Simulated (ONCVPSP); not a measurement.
**Hf: variants of one ONCV potential**

Base potential:

```
Element                 : hafnium
Generator               : ONCVPSP 4.0.1
Type                    : optimised norm-conserving Vanderbilt (ONCV)
Functional              : PBE
Relativity              : fully relativistic
Frozen core             : [Kr] 4d10
Valence charge          : 26
Reference configuration : 4f14 5s2 5p6 5d2 6s1.75 6p0.25
Partial waves           : 5s+6s: rc 2.15 bohr, ncon 5, nbas 9, qcut 5.1 1/bohr, 2 projectors; 5p+6p: rc 2.10 bohr, ncon 4, nbas 7, qcut 6.2 1/bohr, 2 projectors; 5d: rc 2.00 bohr, ncon 4, nbas 7, qcut 4.3 1/bohr, 3 projectors, debl 1.7 Ha; 4f: rc 0.85 bohr, ncon 4, nbas 9, qcut 18.4 1/bohr, 3 projectors, debl 3.8 Ha
Local potential         : polynomial inside 0.70 bohr (lpopt 1, dvloc0 6 Ha)
Core correction         : Teter function, fcfact 4, rcfact 1.35
```

Open shells are filled in proportion to 2j + 1.

All-electron outer shells of the reference configuration (PBE, scalar-relativistic, ld1.x):

```json
{"shell": "4p", "level (eV)": "-379.46", "outermost node (bohr)": "0.25", "outermost maximum (bohr)": "0.46"}
{"shell": "4d", "level (eV)": "-207.05", "outermost node (bohr)": "0.23", "outermost maximum (bohr)": "0.47"}
{"shell": "5s", "level (eV)": "-67.40", "outermost node (bohr)": "0.55", "outermost maximum (bohr)": "1.01"}
{"shell": "5p", "level (eV)": "-35.95", "outermost node (bohr)": "0.60", "outermost maximum (bohr)": "1.16"}
{"shell": "4f", "level (eV)": "-17.21", "outermost node (bohr)": "–", "outermost maximum (bohr)": "0.45"}
{"shell": "6s", "level (eV)": "-5.35", "outermost node (bohr)": "1.37", "outermost maximum (bohr)": "2.89"}
{"shell": "5d", "level (eV)": "-3.00", "outermost node (bohr)": "0.67", "outermost maximum (bohr)": "1.69"}
{"shell": "6p", "level (eV)": "-1.58", "outermost node (bohr)": "1.66", "outermost maximum (bohr)": "4.00"}
```

Cutoffs, loose and tight: the cutoffs (Ha) at which the residual kinetic energy of the hardest occupied pseudo-wave falls to 1 and 0.1 mHa per electron. They do not see the model core or the augmentation charge, which bear on the density cutoff. Test errors are all-electron minus pseudo excitation energies from the reference, over the configurations 4f14 5s2 5p6 5d2 6s2 6p0; 4f14 5s2 5p6 5d2 6s1 6p0; 4f14 5s2 5p6 5d2 6s0 6p0; 4f13 5s2 5p6 5d3 6s2 6p0. A dash means not determined; rows that change the core or the reference have their own tests.

A true bound ghost makes a file unfit for plane-wave use even where its test errors are small: the radial tests pick states by their node count and pass the ghost by.

```csv
change,outcome,"cutoff, loose","cutoff, tight",bound ghosts,GHOST(+) flags above zero,largest test error (meV)
base,generated,158 Ha,260 Ha,"s, d3/2","p3/2, p1/2",-26
d: debl 2.85,generated,158 Ha,260 Ha,s,"p3/2, d5/2, p1/2",-26
functional LDA (Perdew-Zunger),generated,159 Ha,261 Ha,"s, d3/2","p3/2, p1/2",-27
"core correction Teter function, fcfact 4, rcfact 2.02",generated,158 Ha,260 Ha,"s, d3/2","p3/2, p1/2",-43
"s: ncon 3, nbas 7",generated,158 Ha,260 Ha,"s, d3/2","p3/2, p1/2",-17
```

Problem. What comes out with this change to the base: d: rc 2.3?

Solution. outcome: generated; cutoff, loose: 158 Ha; cutoff, tight: 260 Ha; bound ghosts: s; GHOST(+) flags above zero: p3/2, d5/2, p1/2, d3/2; largest test error (meV): -57.

Problem. What comes out with this change to the base: core correction Teter function, fcfact 2.7, rcfact 1.35?

Solution. outcome: generated; cutoff, loose: 158 Ha; cutoff, tight: 260 Ha; bound ghosts: s, d3/2; GHOST(+) flags above zero: p3/2, p1/2; largest test error (meV): -22.
